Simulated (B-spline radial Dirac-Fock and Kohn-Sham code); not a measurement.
**Pd⁷⁺: eigenvalues, ΔSCF and the reference**

System: Pd⁷⁺, [Kr] 4d3.

The density-functional columns are spherical, spin-unpolarised Dirac-Kohn-Sham results without Breit or QED terms: −ε is minus the orbital energy of the initial state and ΔSCF the difference of two total energies. The reference in the last column comes from Dirac-Fock energy differences between relaxed states, corrected for Breit and QED terms. All numbers are from a radial B-spline solver, in eV; a selection of levels is shown. The Kohn-Sham columns are given as differences from the reference. For the 1s level of heavy atoms much of the gap between ΔSCF and the reference is the Breit and QED part, -73.2 eV here; for other levels the error of the functional can be larger.

| level | PBE −ε − DF | PBE ΔSCF − DF | LDA −ε − DF | LDA ΔSCF − DF | Dirac-Fock |
| --- | --- | --- | --- | --- | --- |
| K (1s) | -213.4 | +96.7 | -244.0 | +65.1 | 24488.8 |
| L1 (2s) | -100.4 | -42.4 | -104.0 | -45.7 | 3750.9 |
| L2 (2p1/2) | -76.6 | -5.6 | -77.8 | -6.7 | 3471.7 |
| L3 (2p3/2) | -78.9 | -11.2 | -79.9 | -12.1 | 3314.6 |
| M1 (3s) | -51.8 | -28.9 | -53.0 | -30.0 | 810.3 |
| M2 (3p1/2) | -42.0 | -18.7 | -42.4 | -19.0 | 699.8 |
| M3 (3p3/2) | -41.7 | -18.9 | -42.1 | -19.2 | 671.6 |
| M4 (3d3/2) | -25.3 | -0.8 | -24.9 | -0.4 | 477.1 |
| M5 (3d5/2) | -25.5 | -1.2 | -25.1 | -0.8 | 471.7 |
| N1 (4s) | -18.1 | -6.6 | -18.2 | -6.7 | 218.9 |
| N2 (4p1/2) | -11.6 | -0.6 | -11.6 | -0.5 | 179.8 |
| N3 (4p3/2) | -11.6 | -0.8 | -11.6 | -0.8 | 174.6 |
| N4,5 (4d) | -8.4 | +1.3 | -8.2 | +1.5 | 118.8 |

Values without a named source are computed, but for edge energies of neutral atoms, which are taken from tables.
